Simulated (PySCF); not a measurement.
## Correlation energy of Cd²⁺ (cadmium, charge +2)

[Kr] 4d9 5s1, high-spin 3D determinant (an excited configuration). Calculation: PySCF 2.14, in x2c-TZVPPall with one added diffuse shell each of s, p, d, f type (9s7p7d3f1g, 95 functions); the spin-free X2C one-electron Hamiltonian (Gaussian nucleus). Frozen: [Ar] 3d10; 18 electrons correlated.

```
  level  correlation energy (mhartree)
   CCSD                        -582.67
    (T)                         -12.43
CCSD(T)                        -595.10
```

Diagnostics: T1 = 0.0057, D1 = 0.0252, largest double amplitude 0.020.

Question: Is a single reference adequate?

Answer: Yes, within this model without spin-orbit coupling: T1 lies below 0.03 and no double amplitude reaches 0.07.

This basis was not built for core-valence correlation, so the inner-shell part is incomplete.
